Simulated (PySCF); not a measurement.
# Structure elucidation problem

An unknown has the formula C₆H₇N₃O. Its calculated NMR data are:

1H NMR (400 MHz, computed): δ 7.94 (s, 1H), 7.27 (m, 1H), 7.11 (m, 1H), 5.58 (m, 1H), 2.88 (s, 3H).

13C{1H} NMR (computed): δ 197.5, 153.0, 134.6, 132.1, 114.5, 31.0.

Non-relativistic, in vacuum, single conformer, rapidly exchanging positions averaged. NMR shieldings at PBE0/pcSseg-1/GIAO; geometry from GFN2-xTB; PySCF 2.14.

Referencing at the same level of theory: 1H (31.72 ppm) and 13C (186.93 ppm) vs TMS.

Which candidate is it?
A. C#CCn1ncc(OC)n1
B. CCc1cc(C=O)nnn1
C. C=Cc1cnnc(OC)n1
D. CC(=O)c1cnnnc1C
E. O=Cc1cn(C2CC2)nn1
F. C=Cn1cc(C(C)=O)nn1

Results:

F. 

1. The formula gives 5 degrees of unsaturation (1 ring in the answer).
2. 6 carbon signals for 6 carbons: no two carbons are equivalent.
3. Carbon types of the structure: 2 × C, 2 × CH, 1 × CH2, 1 × CH3, which accounts for all hydrogens.
4. δC 197.5: ketone carbonyl carbon; low-lying n→π* states of the double bond to the heteroatom give a large paramagnetic term (-255 ppm).
5. δC 153.0: substituted aromatic carbon next to a ring nitrogen.
6. δC 134.6: alkene CH; an sp2 carbon of a C=C bond.
7. δC 132.1: aromatic CH next to a ring nitrogen.
8. δC 114.5: terminal =CH2 carbon; as expected for a trigonal carbon in a double bond.

The others: C#CCn1ncc(OC)n1 would give 4 signals for carbon-bound and other non-exchanging H, not 5; C=Cc1cnnc(OC)n1 has carbons computed at 171.4, 155.2, 147.6, 139.7, 136.5, 56.5; O=Cc1cn(C2CC2)nn1 would give 5 carbon signals, not 6; CCc1cc(C=O)nnn1 would give 4 signals for carbon-bound and other non-exchanging H, not 5; CC(=O)c1cnnnc1C would give 3 signals for carbon-bound and other non-exchanging H, not 5.

Shifts are as computed. Against solution values, carbons near 30 ppm lie about +3 ppm off and those near 130 ppm about +5 ppm. Of 1211 compounds with measured shifts, 218 miss one by over three times the rms of a fit or turn the order of signals round; such compounds aren't used in these exercises. No couplings were computed; multiplicities are counted from neighbouring protons, with m where these are inequivalent, close in shift, in a saturated or five-membered ring or joined by F or P, and br s for small geminal =CH2 splittings.
